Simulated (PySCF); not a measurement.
SnI₂, SMILES [I][Sn][I] (connectivity only; charge and spin as stated), neutral, multiplicity 1.

The structure is a stationary point at PBE-D3(BJ)/def2-SVP. The isomer is the one that the SMILES or the coordinates give; other isomers of the formula were not compared. The def2 effective core potentials stand for the cores of I, Sn; spin–orbit coupling is left out.

Computed with PBE-D3(BJ)/def2-SVP (PySCF 2.14.0).

Frequencies are harmonic and unscaled.

```tsv
mode	ν (cm⁻¹)	IR (km/mol)	moving atoms (share of kinetic energy)
1	55	0.2	I 81 %, Sn 19 %
2	187	11.3	I 50 %, Sn 50 %
3	187	40.9	Sn 56 %, I 44 %
```
